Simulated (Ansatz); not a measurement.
HClGeS, SMILES `[SH][Ge][Cl]` (lower singlet; H–S–Ge–Cl torsion 180°) (charge 0, multiplicity 1). This singlet lies 2.28 eV below the relaxed triplet at the level frozen-core CCSD(T)/cc-pVTZ // B3LYP-D3(BJ)/def2-TZVP (Ansatz, an electronic-structure program).

Method: frozen-core CCSD(T)/cc-pVTZ // B3LYP-D3(BJ)/def2-TZVP in Ansatz.

Ansatz 0.2 input:
```yaml
crystal:
  periodic: [false, false, false]
  atoms:
    - { symbol: S, position_ang: [-0.783347, -0.239076, 0.859108] }
    - { symbol: Ge, position_ang: [0.425155, 0.484469, -0.899917] }
    - { symbol: Cl, position_ang: [2.16765, -0.835123, -0.547508] }
    - { symbol: H, position_ang: [-1.809458, 0.589731, 0.588316] }
basis:
  gaussian: { orbitals: cc-pVTZ }
correlation:
  method: ccsd_t
```

Output:

```
Functional definition: HF
762 factors; integrals over basis functions are off by at most 8.0e-4 eV
mean field evaluation 1: about -79813.1019 eV, gradient 1.8e1 eV
mean field evaluation 2: about -79813.1901 eV, gradient 1.9e1 eV
mean field evaluation 4: about -79814.5460 eV, gradient 2.1e0 eV
mean field evaluation 8: about -79814.5855 eV, gradient 2.5e-1 eV
mean field evaluation 16: about -79814.1349 eV, gradient 1.1e1 eV
mean field -79814.58616332 eV, -2933.1319412325 hartree, gradient 6.7e-6 eV, S^2 0.000000; 0 other end points of the search recorded, 0 dependent functions left out
19 core orbitals not correlated
reference -79814.58616332 eV, -2933.1319412325 hartree; 14, 14 occupied and 92, 92 virtual orbitals, 762 factors
second order -14.39322865 eV of doubles, -0.00000000 eV of singles
cycle   1  -14.91824886 eV  change   -5.3e-1 eV  update   9.7e-2
cycle   2  -15.33158236 eV  change   -4.1e-1 eV  update   2.9e-2
cycle   3  -15.41089505 eV  change   -7.9e-2 eV  update   1.7e-2
cycle   4  -15.39870177 eV  change    1.2e-2 eV  update   5.2e-3
cycle   5  -15.39712753 eV  change    1.6e-3 eV  update   2.6e-3
cycle   6  -15.39698206 eV  change    1.5e-4 eV  update   9.0e-4
cycle   7  -15.39694173 eV  change    4.0e-5 eV  update   3.0e-4
cycle   8  -15.39705125 eV  change   -1.1e-4 eV  update   1.2e-4
cycle   9  -15.39704526 eV  change    6.0e-6 eV  update   4.6e-5
cycle  10  -15.39701930 eV  change    2.6e-5 eV  update   2.0e-5
perturbative correction -0.76626243 eV, -0.0281596250 hartree
Total energy: -79830.74944506 eV, -2933.7259308805 hartree
```
